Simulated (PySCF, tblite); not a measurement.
One entry of a table of gas-phase calculations, keyed by method. Lists by class give the value and the number of equivalent atoms.

```json
{
 "formula": "C4H9FOSi2",
 "smiles": "O=C[SiH2]C/C([SiH3])=C\\F",
 "charge": 0,
 "multiplicity": 1,
 "geometry_level": "GFN2-xTB",
 "electronic_structure_code": "PySCF",
 "results": {
  "GFN2-xTB geometry": {
   "point_group": "C1",
   "rotational_constants_GHz": [1.424, 1.316, 0.843]
  },
  "B3LYP/def2-SVPD ground state and vertical TDDFT (core frozen in the response)": {
   "dipole_D": 2.03,
   "homo_eV": -6.81,
   "lumo_eV": -2.1,
   "S1_eV": 3.23,
   "strongest_line_of_8_singlets_eV": 6.12,
   "T1_tda_eV": 2.6,
   "polarisability_au": 104.7,
   "r2_bohr2_about_centre_of_nuclear_charge": 1456.7,
   "singlets_eV_and_f": [
    [3.23, 0.0],
    [4.07, 0.002],
    [5.77, 0.025],
    [5.93, 0.005],
    [6.01, 0.001],
    [6.12, 0.027],
    [6.24, 0.001],
    [6.3, 0.008]
   ],
   "triplets_tda_eV": [2.6, 3.99, 4.17]
  },
  "PBE0/pcSseg-1 ground state and GIAO shieldings, non-relativistic": {
   "shift_vs_computed_TMS_C_by_class_ppm": [
    [249.3, 1],
    [159.6, 1],
    [113.1, 1],
    [11.9, 1]
   ],
   "shift_vs_computed_TMS_H_by_class_ppm": [
    [12.13, 1],
    [6.56, 1],
    [4.52, 2],
    [4.47, 3],
    [2.05, 2]
   ],
   "shielding_other_nuclei_by_class_ppm": [
    ["O", -573.6, 1],
    ["F", 267.8, 1],
    ["Si", 402.7, 1],
    ["Si", 418.5, 1]
   ]
  },
  "GFN2-xTB harmonic vibrations, gas phase": {
   "strongest_ir_bands_cm-1_km_per_mol_modes": [
    [761.5, 296.3, 1],
    [814.1, 315.6, 1],
    [2166.2, 407.6, 1],
    [2246.0, 294.8, 1],
    [2276.3, 327.0, 1],
    [2324.0, 286.7, 1]
   ],
   "zpe_kcal_per_mol": 68.9
  }
 }
}
```

S1 lies 1.48 eV below the HOMO–LUMO gap; its leading configuration is HOMO→LUMO, weight 0.53, beside HOMO−1→LUMO, weight 0.46. The 8 singlets span 3.23 to 6.30 eV, and their oscillator strengths add up to 0.07.

 NMR classes are plain means over equivalent atoms (diastereotopic ones count apart unless rotation or inversion swaps them), as if these changed places fast; in this geometry the members of some classes differ.

For the TDDFT job (B3LYP/def2-SVPD), hardware: Intel Xeon at 2.60 GHz, one thread, shared host with 128 logical CPUs at a one-minute load of 26. Cost: 67 s wall (grids of density and orbitals included), 0.93 GiB resident at most.

Conformer computed: `[O:1]=[CH:2][SiH2:3][CH2:4]/[C:5]([SiH3:6])=[CH:7]\[F:8]`: O1–C2–Si3–C4 -9°, C2–Si3–C4–C5 43°, Si3–C4–C5–Si6 -96°.

One conformer stands for the species.
